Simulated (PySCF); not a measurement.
**C7H8F: g tensor and hyperfine couplings**

Species: C₇H₈F (doublet state).
Geometry (GFN2-xTB, Å), atoms numbered from 1 in this order:
```
atom  x, y, z in Å
C1    -1.923   -0.100   -0.890
C2    -1.174   -0.152    0.386
C3    -0.204   -1.302    0.211
C4     1.083   -1.135   -0.050
C5     1.744    0.205   -0.127
C6     0.838    1.270    0.390
F7     1.460    2.457    0.615
C8    -0.448    1.134    0.652
H9    -1.477    0.373   -1.743
H10   -2.808   -0.689   -1.031
H11   -1.856   -0.373    1.215
H12   -0.641   -2.288    0.250
H13    1.728   -1.989   -0.210
H14    2.025    0.428   -1.164
H15    2.673    0.206    0.454
H16   -1.027    1.963    1.029
```

The hyperfine couplings belong to this conformer and change with its torsions.

As a line formula: `[CH2][C@H]1C=CCC(F)=C1` [radical].

Computed, not measured: UKS B3LYP, pcH-1 on C F H, non-relativistic, mean-field spin-orbit, GIAO in PySCF. The structure is a single GFN2-xTB conformer in the gas phase; no vibrational or solvent corrections. The geometry wasn't refined by DFT: couplings that depend on bond lengths, twists or pyramidal angles can differ widely from those at the functional's own minimum. Stability of the SCF solution: not tested.

* g1, g2, g3: 2.00223, 2.00266, 2.00278
* g_iso: 2.00256
* Form of g: rhombic: the two nearest values differ by 21 % of g3 − g1
* ⟨S²⟩: 0.7550 (exact 0.7500)
* α and β electrons: 30, 29
* HOMO–LUMO gap, α and β orbitals: 5.97, 4.86 eV

Hyperfine couplings atom by atom, in 10⁻⁴ cm⁻¹; T1 to T3 are the principal values of the dipolar part (1 × 10⁻⁴ cm⁻¹ = 2.998 MHz):

```tsv
atom	isotope	a_iso	T1	T2	T3	Mulliken spin population
C1	13C	31.0	-26.6	-26.3	52.9	1.05
C2	13C	-8.6	-0.9	0.2	0.7	-0.07
C3	13C	24.6	-3.7	-0.7	4.4	-0.01
C4	13C	3.1	-2.7	-2.3	4.9	0.09
C5	13C	-0.8	-0.1	-0.1	0.2	-0.01
C6	13C	1.3	-0.5	-0.2	0.7	0.01
F7	19F	2.6	-2.0	-1.4	3.5	0.00
C8	13C	7.1	-0.8	-0.5	1.3	0.00
H9	1H	-20.0	-12.7	-0.2	12.9	-0.04
H10	1H	-20.4	-12.9	0.0	12.9	-0.05
H11	1H	7.8	-1.7	-1.5	3.2	0.01
H12	1H	-0.2	-1.4	-0.9	2.3	0.00
H13	1H	0.1	-1.4	-0.4	1.8	0.00
H14	1H	1.2	-0.5	-0.3	0.7	0.00
H15	1H	0.6	-0.4	-0.2	0.6	0.00
H16	1H	-0.3	-1.1	-0.8	1.8	0.00
```

Largest spin populations (Mulliken): C1 (+1.05), C4 (+0.09) and C2 (-0.07). C1 is the only atom above +0.15. The positive populations add up to 1.18 and the negative ones to -0.18, together 2S = 1. The angles at C1 add up to 358.9°, so it is planar; its axial dipolar tensor and the negative couplings of its protons fit spin in a p orbital normal to that plane.

Axes: g2 points within 4° of the C1–C2 bond.

Under fast tumbling the dipolar parts average out, and these isotropic splittings remain: 2 × 1H (H9/H10, I = 1/2, 3 lines) with 2.16 mT, 1 × 1H (H11, I = 1/2, 2 lines) with 0.84 mT, 1 × 19F (F7, I = 1/2, 2 lines) with 0.28 mT, 1 × 1H (H14, I = 1/2, 2 lines) with 0.13 mT, 1 × 1H (H15, I = 1/2, 2 lines) with 0.06 mT and 1 × 1H (H16, I = 1/2, 2 lines) with 0.04 mT.

Nuclei that the bonding pattern makes equivalent are averaged, as if the motion that swaps them (rotation, inversion, ring flip) were fast.

The 13C coupling of C1 (93.1 MHz) shows only in satellite lines or after enrichment, since that isotope makes up about 1.07 % of natural carbon.

On one thread of an Arm Neoverse N1, shared host, this took 1.8 min wall (with the writing of density and orbital grids) and 0.98 GiB of memory at its peak.
